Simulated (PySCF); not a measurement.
**Spinor energies of Te⁴³⁺ (tellurium, charge +43)**

Start: [He] 2s2 2p5; 2p1/2 filled at m_j = -1/2, +1/2; 2p3/2 filled at m_j = -1/2, +1/2, +3/2. Calculated with PySCF 2.14 in an uncontracted even-tempered set (17 s from 22 bohr⁻², ratio 2.4; 12 p from 29 bohr⁻², ratio 2.4; 5 d from 100 bohr⁻², ratio 2.6; 4 f from 160 bohr⁻², ratio 2.6): generalised Hartree-Fock with the X2C-1e Hamiltonian and a Gaussian nucleus; one run each with spin-orbit coupling (SO) switched off, then screened by Boettger's factors.

```
spinor shell  electrons  ε, spin-free (eV)  ε, screened SO (eV)  weight of nominal j (screened SO)  rms radius, screened SO (bohr)
       1s1/2          2           -35079.8             -35073.1                              1.000                          0.0318
       2s1/2          2            -7806.3              -7804.4                              1.000                           0.126
       2p1/2          2            -7348.8              -7547.4                              0.999                           0.108
       2p3/2          3            -7348.8              -7257.5                              0.999                           0.113
```

```
   quantity    spin-free  screened SO
E (hartree)  -4866.80686  -4871.66073
        M_J          3/2          3/2
       ⟨J²⟩        3.750        3.750
       ⟨L²⟩        2.000        2.005
       ⟨S²⟩        0.750        0.755
```

Each row is a mean over spinors that exchange with the open shell spreads, by up to 42.355 eV (2s1/2).

Breit and QED terms are absent; they matter most for the inner s and p1/2 levels.

Densities and radii are taken from the X2C orbitals without a picture-change correction, which distorts them close to the nucleus.

Without spin-orbit coupling the j labels of p, d and f shells carry no meaning; the spin-free column gives the mean over the occupied spinors of each nl shell.
